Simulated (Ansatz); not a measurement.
Total energies of `[NH2][Ta]([NH2])(=[O])[OH]`.

Z-matrix (Å, degrees):
```
Ta
N 1 1.988
O 1 1.721 2 106.5
N 1 1.988 2 112.4 3 116.2
O 1 1.920 2 109.1 3 -122.7
H 2 1.009 1 124.0 3 -3.6
H 2 1.009 1 125.9 3 179.1
H 4 1.009 1 124.0 2 -112.6
H 4 1.009 1 125.9 2 64.7
H 5 0.956 1 130.9 2 118.5
```

Total charge 0; spin multiplicity 1. Correlated methods include outer-core shells of Ta, which these sets cover unevenly. Ta: def2 effective core potential. Geometry: relaxed with PBE0-D4/def2-TZVP. It is one conformer, not always the lowest. Basis def2-TZVPP, Ansatz 0.2.0.

RPA on PBE orbitals: Hartree–Fock energy of these orbitals -318.17034 Eh, correlation -1.98035 Eh (frozen core).

```tsv
functional	energy without D4 (Eh)	D4 term (kJ/mol)
LDA (SPW92)	-318.24113	–
PBE	-320.07324	-19.7
revPBE	-320.30793	-50.9
BLYP	-320.26181	-41.5
r2SCAN	-320.22585	-4.9
B97M-V	-320.26096	–
PBE0	-320.01923	-16.9
B3LYP	-320.34822	-31.7
r2SCANh	-320.18335	-5.3
r2SCAN0	-320.12148	-5.8
HSE06 (plane-wave form)	-320.00607	-15.9
BHLYP	-320.05021	-26.5
CAM-B3LYP	-320.18157	-17.3
LC-ωPBE	-320.18176	–
ωB97X-V	-320.20038	–
ωB97M-V	-320.14633	–
B2PLYP	-320.03931	–
PBE-QIDH	-319.89717	–
```

B3LYP takes the VWN-RPA correlation (the form of Gaussian; ORCA's B3LYP/G). HSE06 is the plane-wave form, built on full-range PBE exchange. The double hybrids freeze the cores in their second-order part.

LC-ωPBE has ω = 0.4 bohr⁻¹.
